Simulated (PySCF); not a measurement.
Compound: C₈H₅F₃O₂.
Atom-mapped SMILES: `[F:1][c:2]1[cH:3][c:4]([F:5])[c:6]2[c:7]([cH:8]1)[O:9][C@@H:10]([F:11])[CH2:12][O:13]2`

NICS is the negative of the GIAO shielding at a point without a nucleus: at the ring centre (0) and 1 Å above and below it (1); zz is the component along the ring normal. Level: GIAO PBE0/pcSseg-1 (PySCF, non-relativistic, gas phase) on the GFN2-xTB geometry, one conformer.

Ring bond lengths (Å), with Mayer bond orders in brackets: C2–C3 1.385 (1.39), C3–C4 1.380 (1.45), C4–C6 1.396 (1.34), C6–C7 1.396 (1.29), C7–C8 1.388 (1.40), C8–C2 1.380 (1.44); C6–C7 1.396 (1.29), C7–O9 1.380 (0.92), O9–C10 1.377 (0.98), C10–C12 1.531 (1.01), C12–O13 1.406 (0.90), O13–C6 1.364 (1.01).

Problem. What do the NICS probes read (ppm)?

Solution. 
```csv
ring,type,NICS(0),"NICS(1), two faces","NICS(1)zz, two faces",rms pucker (Å),"centre to ring atoms, mean (Å)"
C2–C3–C4–C6–C7–C8,6-membered carbocycle; formal bonds all aromatic,-13.7,-11.1 / -11.1,-24.3 / -24.0,0.01,1.39
C6–C7–O9–C10–C12–O13,"6-membered ring with 2 O; formal bonds 1 aromatic, 5 single",-0.7,-1.2 / -1.2,2.3 / 1.6,0.18,1.38
```

Problem. What can be read from them?

Solution. 
- C2–C3–C4–C6–C7–C8: mean NICS(1)zz -24.1 ppm, shielded. The ring is flat and has no four-coordinate atom; by the NICS criterion it is aromatic, though in fused rings the probe also feels the neighbouring ring.
- C6–C7–O9–C10–C12–O13: mean NICS(1)zz 1.9 ppm, near zero. C10, C12 have four or more neighbours, and the NICS criterion for π rings isn't applied.

Problem. And the bond-length index? HOMA = 1 − mean of α(R − Ropt)² over the ring bonds, with Krygowski's 1993 parameters (CC: Ropt 1.388 Å, α 257.7 Å⁻²).

Solution. 
- C2–C3–C4–C6–C7–C8: HOMA 0.99 = 1 − EN − GEO, with mean bond length 1.387 Å, EN = α(Ropt − mean)² = 0.000 and GEO = α × variance = 0.012. The geometric and the magnetic index point the same way.

Problem. List the ring angles and the Hirshfeld charges of the ring atoms.

Solution. 
- C2–C3–C4–C6–C7–C8: C2 122.1° (+0.086 e), C3 118.0° (-0.092 e), C4 122.1° (+0.080 e), C6 118.0° (+0.029 e), C7 121.0° (+0.054 e), C8 118.8° (-0.088 e); sum 720.0° against 720° for a flat convex ring.
- C6–C7–O9–C10–C12–O13: C6 122.8° (+0.029 e), C7 121.0° (+0.054 e), O9 114.4° (-0.110 e), C10 112.1° (+0.127 e), C12 110.9° (-0.003 e), O13 114.3° (-0.113 e); sum 695.5° against 720° for a flat convex ring.

Problem. How shielded are the nuclei of the rings and their hydrogens (means over atoms taken as equivalent)?

Solution. 
| atoms | environment | σ isotropic (ppm) | principal values of the symmetric part, first atom (ppm) |
| --- | --- | --- | --- |
| C2 | aromatic C–F carbon | 21.5 | -57.8, 34.0, 88.2 |
| C3 | aromatic CH carbon | 81.2 | 19.7, 66.7, 157.2 |
| C4 | aromatic C–F carbon | 25.4 | -36.4, 24.1, 88.3 |
| C6 | aromatic carbon bearing oxygen | 51.1 | 9.8, 16.8, 126.7 |
| C7 | aromatic carbon bearing oxygen | 39.2 | -31.1, 22.9, 125.6 |
| C8 | aromatic CH carbon | 80.1 | 15.3, 67.1, 158.0 |
| O9 | aryl ether oxygen | 184.9 | 116.0, 133.4, 305.3 |
| C10 | sp3 C–F carbon | 82.0 | 54.2, 76.7, 114.9 |
| C12 | sp3 carbon bound to oxygen | 118.7 | 97.4, 116.0, 142.8 |
| O13 | aryl ether oxygen | 268.5 | 181.6, 266.8, 357.0 |
| H on C3 | aromatic hydrogen | 24.81 | 21.0, 26.1, 27.3 |
| H on C8 | aromatic hydrogen | 24.82 | 20.8, 25.6, 28.1 |
| H on C10 | methine hydrogen | 25.59 | 21.8, 24.7, 30.2 |
| H on C12 | methylene hydrogen | 27.10 | 23.0, 25.9, 32.4 |

The list is cut; further classes of hydrogen are left out.

On one thread of an Arm Neoverse V1, no GPU (shared host), this took 56 s wall. This is the whole shielding run at PBE0/pcSseg-1, SCF included.
